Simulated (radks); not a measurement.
Question: The mean radii <r> (bohr) of the occupied orbitals of an atom or ion are listed with their occupations. All-electron calculation, Dirac Kohn-Sham, LDA (Slater exchange, Perdew-Wang correlation), spin-unpolarised, spherical densities, point nucleus. Program: a radial shooting solver on a logarithmic mesh with Libxc functionals.

orbital     occ.      <r>
1s1/2          2  0.07302
2s1/2          2   0.3269
2p1/2    1.33333   0.2853
2p3/2    2.66667   0.2876

Name the element and its charge. Open shells, if any, are shared by 2j + 1.

Answer: Z = 21, scandium, charge +13: Sc13+ in [He] 2s2 2p4. The 1s radius gives Z: for a bare nucleus <r> = (2 gamma + 1)/(2Z) with gamma = sqrt(1 - (Z/c)^2), 0.07087 bohr for Z = 21, and screening makes it slightly larger (0.07302 here). The occupations add up to 8, and the charge is Z minus that.
